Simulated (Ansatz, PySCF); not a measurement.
Breaking the Al1–H2 bond in CH6AlN (SMILES C[NH][AlH2]) (multiplicity 1 held, fragments rigid). Energies count from the point at 1.578 Å.
Geometry at that point (charge 0, multiplicity 1):
| atom | x (Å) | y (Å) | z (Å) |
|---|---|---|---|
| Al | -0.0955 | 0.2123 | 1.2106 |
| H | -1.2798 | 0.7332 | 2.1134 |
| H | 1.3395 | -0.1761 | 1.7395 |
| N | -0.4010 | 0.0518 | -0.5267 |
| C | 0.5036 | -0.3997 | -1.5747 |
| H | -1.3106 | 0.2930 | -0.8951 |
| H | 0.6741 | 0.3709 | -2.3341 |
| H | 0.1315 | -1.2948 | -2.0848 |
| H | 1.4730 | -0.6506 | -1.1409 |

R- and RO- levels are restricted; in cc, def2 and unpolarised 6-31G sets they are followed outwards from rest. Unrestricted levels (U-) break spin symmetry where that is lower. Levels need not reach the same state.

Cores are frozen in the correlated methods. Rows in 3-21G, 6-31G* carry no dispersion term and start afresh at each structure (6-31G* with six Cartesian d functions).

Run with Ansatz (Gaussian orbitals); PySCF for 3-21G rows, 6-31G* rows. 

Energies in eV.

```
R (Å)  R-HF/3-21G  R-HF/6-31G*  R-PBE/cc-pV(T+d)Z  U-PBE/cc-pV(T+d)Z  U-MP2/cc-pV(T+d)Z  R-CCSD/cc-pV(T+d)Z
-----  ----------  -----------  -----------------  -----------------  -----------------  ------------------
1.262        1.24         1.18               1.12               1.12               1.08                1.09
1.420        0.28         0.24               0.24               0.24               0.21                0.22
1.578        0.00         0.00               0.00               0.00               0.00                0.00
1.735        0.11         0.14               0.11               0.11               0.15                0.14
1.893        0.43         0.49               0.39               0.39               0.48                0.45
2.130        1.09         1.18               0.96               0.96               1.14                1.07
2.366        1.82         1.93               1.56               1.56               1.91                1.72
2.761        3.00         3.11               2.48               2.48               3.06                2.66
3.155        4.05         4.13               3.20               3.13               3.46                3.33
3.629        5.10         5.14               3.82               3.47               3.63                3.81
4.260        6.17         6.17               4.34               3.60               3.68                4.07
5.048        7.06         7.03               4.67               3.62               3.70                4.16
```

Doubts at one or more of the structures used: a restricted determinant that unrestricted orbitals would lower (R-HF/3-21G, R-HF/6-31G*, R-PBE/cc-pV(T+d)Z, R-CCSD/cc-pV(T+d)Z); a spin-contaminated determinant (U-PBE/cc-pV(T+d)Z, U-MP2/cc-pV(T+d)Z); other coupled-cluster roots lie near (R-CCSD/cc-pV(T+d)Z); T1 above 0.05 (R-CCSD/cc-pV(T+d)Z).

Ansatz is an electronic-structure program.
